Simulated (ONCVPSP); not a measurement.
# Before and after: ONCV potential for nitrogen

nitrogen, optimised norm-conserving Vanderbilt (ONCV), made with ONCVPSP 4.0.1 (PBEsol, scalar-relativistic). Core [He], reference 2s2 2p3. Waves: 2s: rc 1.15 bohr, ncon 4, nbas 7, qcut 5.8 1/bohr, local; 2p: rc 2.25 bohr, ncon 4, nbas 7, qcut 7.8 1/bohr, 2 projectors, debl 1.9 Ha. Local part: the s channel. Core correction: Teter function, fcfact 4.25, rcfact 1.55.

All-electron outer shells of the reference configuration (PBEsol, scalar-relativistic, ld1.x):

| shell | level (eV) | outermost node (bohr) | outermost maximum (bohr) |
| --- | --- | --- | --- |
| 1s | -383.09 | – | 0.15 |
| 2s | -18.46 | 0.32 | 1.02 |
| 2p | -7.04 | – | 0.98 |

Change: s: qcut 3.8.

Cutoffs: the cutoffs (Ha) at which the residual kinetic energy of the hardest occupied pseudo-wave falls to 1 and 0.1 mHa per electron; they do not see the model core or the augmentation charge, which bear on the density cutoff. Errors are all-electron minus pseudo energies relative to the spin-unpolarised reference configuration.

Task: Predict the effect on cutoff, ghosts and configuration errors.

Result: The potential gets harder (40 Ha and 87 Ha → 77 Ha and 95 Ha); the errors of the 4 common tests hardly move; neither file shows a bound ghost.

```csv
quantity,base,changed
"cutoff, loose",40 Ha,77 Ha
"cutoff, tight",87 Ha,95 Ha
loose cutoff by channel,"s 40 Ha, p 16 Ha","s 77 Ha, p 16 Ha"
bound ghosts,none,none
GHOST(+) flags under 300 eV,none,none
"error for 2s2 2p2, meV [ΔE 13.52 eV]",+71,+73
"error for 2s2 2p1, meV [ΔE 42.26 eV]",+542,+561
"error for 2s2 2p0, meV [ΔE 89.14 eV]",+1984,+2060
"error for 2s1 2p4, meV [ΔE 11.43 eV]",-9.0,-10
s: phases at 1.16 bohr within 0.05 rad from the reference energy up to (Ha; the scan ends near 5),3.4,2.7
p: phases at 2.29 bohr within 0.05 rad from the reference energy up to (Ha; the scan ends near 5),4.3,4.3
"rms error of d²Exc/dni dnj with the model core, mHa",1.51,1.66
```
